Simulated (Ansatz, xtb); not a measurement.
## A geometry optimisation of FH2SbSi with r2SCAN-D4/def2-SVP

The starting geometry of this gas-phase singlet has its atoms placed at random.

```json
{"atom": "F", "x (Å)": "0.2184", "y (Å)": "0.0364", "z (Å)": "1.3339"}
{"atom": "Sb", "x (Å)": "-1.9251", "y (Å)": "-0.5466", "z (Å)": "-0.4331"}
{"atom": "Si", "x (Å)": "0.7293", "y (Å)": "-1.2512", "z (Å)": "0.7415"}
{"atom": "H", "x (Å)": "-1.2294", "y (Å)": "1.2249", "z (Å)": "0.1285"}
{"atom": "H", "x (Å)": "-0.8986", "y (Å)": "0.2973", "z (Å)": "0.6093"}
```

**Question.** Guess where an optimisation with r2SCAN-D4/def2-SVP ends from this start.

**Answer.** It ends as a structure given below by its coordinates. Distances that change by over a tenth: Sb2–H5 (1.69 → 1.93 Å). Contacts that close: Sb2–Si3 (2.99 → 2.60 Å).

The energy falls by 2.94 eV over 18 steps:

```csv
step,E − E(last) (eV)
1,2.945
3,0.399
5,0.236
7,0.122
9,0.088
10,0.068
12,0.025
14,0.002
16,0.000
18,0.000
```

Final geometry (Å):

```xyz
5

F     0.8274   -0.0018    1.4387
Sb   -1.7229   -0.6766   -0.5053
Si    0.4986   -1.4116    0.6354
H    -1.1276    1.0726    0.0556
H    -1.5809    0.7782    0.7558
```

From the same start GFN2-xTB ends elsewhere, in pieces: FSbSi + H2.

From so rough a start the end depends on the optimiser's path, so another program may land elsewhere. No frequencies were run, so the end isn't proven a minimum. Atoms past krypton carry core potentials, without spin–orbit terms. Run with Ansatz 0.2.0, 41 s on 1 thread of Intel(R) Xeon(R) Platinum 8259CL CPU @ 2.50GHz (Skylake/Cascade Lake), with other jobs on the host.
